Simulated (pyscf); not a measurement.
## C₃H₅O (SMILES O[C]1CC1), doublet

Gas-phase minimum from PySCF at ωB97X-D3(BJ)/def2-SVP, one conformer. cyclic C₃H₅O (SMILES O[C]1CC1) [doublet] lies 34.6 kcal/mol over its isomer H₃C–CH₂–C•=O (electronic energy, ωB97M-D3(BJ)/def2-TZVP). 

SMILES: O[C]1CC1
```xyz
9

O      1.1852    -0.0726     0.8748
C     -0.0113    -0.5130     1.3342
C     -0.7756    -1.5869     0.6947
C     -1.3449    -0.1589     0.8025
H      1.2336     0.8787     1.0352
H     -1.2366    -2.3638     1.3151
H     -0.4524    -1.9238    -0.2979
H     -2.1773     0.0083     1.4953
H     -1.3961     0.4288    -0.1234
```
Charge 0, spin multiplicity 2.

Bonds (Å): O1–C2 1.355, O1–H5 0.966, C2–C3 1.465, C2–C4 1.479, C3–C4 1.541, C3–H6 1.096, C3–H7 1.097, C4–H8 1.096, C4–H9 1.098. Angles (°): C2–O1–H5 107.9, O1–C2–C3 123.4, O1–C2–C4 126.6, C3–C2–C4 63.1, C2–C3–C4 58.9, C2–C3–H6 119.5, C2–C3–H7 117.8, C4–C3–H6 117.5, C4–C3–H7 117.2, H6–C3–H7 114.7, C2–C4–C3 58.0, C2–C4–H8 119.6, C2–C4–H9 118.3, C3–C4–H8 117.8 (the first ones only).

Properties at ωB97X-D3(BJ)/def2-SVP:

```json
{
 "harmonic_wavenumbers_unscaled": "354, 392, 443, 773, 806, 859, 994, 999, 1045, 1094, 1157, 1173, 1308, 1416, 1428, 1552, 3130, 3137, 3224, 3234, 3863 cm⁻¹",
 "zero_point_energy": "46.3 kcal/mol",
 "rotational_symmetry_number": "1",
 "Entropy of this conformer at 298 K and 1 atm, rigid rotor and harmonic oscillator, modes under 100 cm⁻¹ raised to 100": "280.4 J/(mol K)",
 "dipole_moment": "1.48 D",
 "Spin expectation value S2": "0.753"
}
```

Single-point totals, which compare only within one level (frozen core for MP2 and CC):

```csv
level,total energy (hartree)
ωB97X-D3(BJ)/def2-TZVP,-192.58840
PBE/def2-TZVP,-192.28201
r²SCAN/def2-TZVP,-192.41001
B3LYP-D3(BJ)/def2-TZVP,-192.52874
PBE0-D3(BJ)/def2-TZVP,-192.30006
M06-2X/def2-TZVP,-192.43096
ωB97M-D3(BJ)/def2-TZVP,-192.56237
UHF/def2-TZVPP,-191.35364
MP2/def2-TZVPP,-192.06541
CCSD/def2-TZVPP,-192.09467
CCSD(T)/def2-TZVPP,-192.12527
```

The CCSD(T) − MP2 part came from Ansatz, without density fitting, on the same reference.
